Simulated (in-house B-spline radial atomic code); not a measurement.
# RPA and G0W0 on PBEsol: Al³⁺

Configuration [He] 2s2 2p6, mean-field start PBEsol. Computed with a B-spline radial code for spherical atoms: all electrons, scalar-relativistic (spin-free one-electron X2C), finite nucleus, each spin shell either full or empty, empty states to l = 9 with an (l + 1/2)⁻⁴ tail; G0W0 by contour deformation at full frequency.

Command:
```bash
python run_gw.py task.json out
```
Settings (radii: box in bohr, nucleus in fm):
```
Z                        13
electrons                10
configuration            [He] 2s2 2p6
hamiltonian              x2c
method                   pbesol
lmax                     9
rms_radius               3.061
spin_polarised           False
box_radius               14.14
intervals                70
```

Run time, properties included: 1.5 s on 1 thread of Arm Neoverse N1, with other jobs on the host.

Energies (hartree):

```tsv
term	value
mean-field total	-240.22741
Hartree-Fock functional on these orbitals	-240.42715
direct second order	-0.68906
second-order exchange	0.24371
SOSEX correction	0.22418
```

Task: What is the RPA correlation energy, and what remains with SOSEX?

Result: RPA gives -0.6117 hartree (-1.66 eV per electron); RPA + SOSEX gives -0.38752, and the second-order doubles -0.44535 hartree (no singles). RPA lacks exchange-type terms and so overcorrelates at short range.

Quasi-particle levels (eV):

| level | occupied | mean field | Σx - vxc | Σc | QP weight | G0W0 |
| --- | --- | --- | --- | --- | --- | --- |
| 2p | yes | -103.95 | -18.24 | ? | ? | ? |
| 2s | yes | -142.24 | -25.96 | 6.04 | 0.908 | -162.16 |
| 3s | no | -32.35 | 4.61 | -0.54 | 0.996 | -28.278 |

G0W0 = mean field + (Σx - vxc) + Σc, with Σc (partial-wave tail included) taken at the quasi-particle energy. Levels of low weight are left out.

Task: Where does G0W0 put 2p?

Result: At -119.80 eV, with Σc = 2.39 eV and a quasi-particle weight of 0.954. The tabulated removal energy is 119.992 ± 0.0019 eV (NIST, measured); the calculation leaves out spin-orbit coupling, Breit and QED terms, and what these don't explain is the method's own error.
